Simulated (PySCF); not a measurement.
Cartesian coordinates in Å; atom numbers follow the order of the lines, from 1:
```xyz
8

Si    0.024   -0.006   -0.802
C     0.002   -0.019    1.044
H    -1.032    0.047    1.414
H     0.572    0.840    1.429
H     0.457   -0.946    1.422
Cl    1.957   -0.022   -1.493
Cl   -0.903    1.672   -1.534
Cl   -0.939   -1.652   -1.563
```

Geometry: PBE0-D3(BJ)/def2-SVP; GIAO absolute shieldings from PySCF, gas phase, non-relativistic, averaged over equivalent atoms.

At PBE0/pcSseg-1 (128 basis functions, 33 s wall time on 1 thread of an AMD EPYC, shared host):
```
      atoms  σ (ppm)
        Si1    309.2
         C2    172.8
   H3/H4/H5    30.40
Cl6/Cl7/Cl8    802.4
```

**Question.** Predict the values at KT2/pcSseg-1 on the same geometry.

**Answer.** 
| atoms | σ at KT2/pcSseg-1 | change |
| --- | --- | --- |
| Si1 | 319.5 | +10.3 |
| C2 | 170.2 | -2.6 |
| H3/H4/H5 | 30.31 | -0.09 |
| Cl6/Cl7/Cl8 | 775.6 | -26.8 |

The largest change is at Cl6/Cl7/Cl8 (chlorine bonded to Si). Cost: 128 basis functions, 32 s wall time on 1 thread of an AMD EPYC, shared host.
